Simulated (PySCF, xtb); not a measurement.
disilicic acid (H₆O₇Si₂), SMILES O[Si](O)(O)O[Si](O)(O)O. One conformer was computed; it need not be the lowest.

Harmonic wavenumbers (cm⁻¹) from GFN2-xTB (xtb) at its own minimum, in rising order: 26, 46, 90, 149, 173, 191, 199, 210, 235, 257, 265, 281, 288, 295, 307, 323, 347, 375, 421, 643, 803, 827, 841, 841, 851, 860, 885, 919, 940, 952, 976, 995, 1046, 3610, 3679, 3690, 3696, 3697, 3698.

### Question
What does PySCF with PBE0-D3(BJ)/def2-SVP give at its own minimum? (An estimate is asked for; the answer gives what the named calculation found.)

### Answer
27, 44, 150, 168, 172, 184, 217, 237, 256, 265, 301, 333, 340, 360, 370, 376, 412, 431, 594, 651, 794, 807, 817, 829, 835, 861, 925, 954, 963, 1001, 1010, 1055, 1097, 3737, 3931, 3938, 3939, 3944, 3946. Paired by order, the mean absolute difference is 65 cm⁻¹ and the zero-point energies are 55.7 and 59.0 kcal/mol.
